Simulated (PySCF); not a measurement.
B(NCO)(OH)(OMe) (C2H4BNO3), SMILES O=C=NB(OC)O. Geometry: B3LYP-D3(BJ)/def2-SVP. This is a generated structure with no PubChem entry under its InChIKey; it may be hypothetical. The values are those of a single conformer.

Computed equilibrium geometry at B3LYP-D3(BJ)/def2-SVP (PySCF confirms it by a frequency run) as Cartesian coordinates in Å (one conformer of several):
```xyz
11

B      0.2901     0.4297    -0.3069
N      0.0617     0.0850     1.0771
C     -0.4154    -0.6235     1.9245
O     -0.8440    -1.2608     2.8071
O      1.0313     1.5253    -0.6317
H      1.3536     1.9973     0.1453
O     -0.2433    -0.3521    -1.2731
C     -0.0485    -0.0569    -2.6445
H      1.0211    -0.0754    -2.9118
H     -0.5774    -0.8198    -3.2334
H     -0.4489     0.9373    -2.9031
```
